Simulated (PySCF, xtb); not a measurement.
OsO4, SMILES [O]=[Os](=[O])(=[O])=[O], multiplicity 1.

Harmonic wavenumbers (cm⁻¹) from GFN2-xTB (xtb 6.7.1) at its own minimum, in rising order: 275, 275, 275, 300, 301, 832, 915, 915, 915.

What does B3LYP-D3(BJ)/def2-SVP (PySCF) give at its own minimum? (The exact figures need the calculation; the answer reports its results.)

335, 335, 335, 339, 339, 994, 994, 994, 1012. Paired by order, the mean absolute difference is 75 cm⁻¹ and the zero-point energies are 7.2 and 8.1 kcal/mol.
